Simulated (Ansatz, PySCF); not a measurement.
SiHClBr2, SMILES Br[SiH](Cl)Br. Atoms are numbered in the order given.

```xyz
5

Si     0.5678    -0.4272     0.0000
Cl    -0.2247    -2.3277     0.0000
Br    -0.0998     0.6584    -1.8178
Br    -0.0998     0.6584     1.8178
H      2.0408    -0.5126     0.0000
```
Charge 0, spin multiplicity 1.

Coordinates come from a B3LYP-D3(BJ)/def2-SVP optimisation.

Two levels are set side by side: PBE-D3(BJ)/def2-SVP (Ansatz, an electronic-structure program) and B3LYP-D3(BJ)/def2-SVP (Ansatz). Each level has its own optimised geometry; the coordinates shown are those of the second. Frequencies come from the Hessian of PySCF at each geometry. Differences are taken from unrounded values.

```csv
quantity,B3LYP-D3(BJ)
mean bond length (Å),1.994
bond Si1–Cl2 (Å),2.059
bond Si1–Br3 (Å),2.220
bond Si1–Br4 (Å),2.220
bond Si1–H5 (Å),1.476
highest harmonic wavenumber (cm⁻¹),2294
mean harmonic wavenumber (cm⁻¹),639
zero-point energy (kcal/mol),8.22
```

What does PBE-D3(BJ) give, and how far is it from B3LYP-D3(BJ)? (The exact figures need the calculation; the answer reports its results.)


| quantity | PBE-D3(BJ) | PBE-D3(BJ) minus B3LYP-D3(BJ) |
|---|---|---|
| mean bond length (Å) | 2.000 | 0.007 |
| bond Si1–Cl2 (Å) | 2.065 | 0.006 |
| bond Si1–Br3 (Å) | 2.223 | 0.003 |
| bond Si1–Br4 (Å) | 2.223 | 0.003 |
| bond Si1–H5 (Å) | 1.491 | 0.015 |
| highest harmonic wavenumber (cm⁻¹) | 2223 | -71 |
| mean harmonic wavenumber (cm⁻¹) | 619 | -20 |
| zero-point energy (kcal/mol) | 7.96 | -0.25 |

Exact exchange shortens and stiffens bonds; PBE has none. Differences between two approximate levels are no errors against the true value.
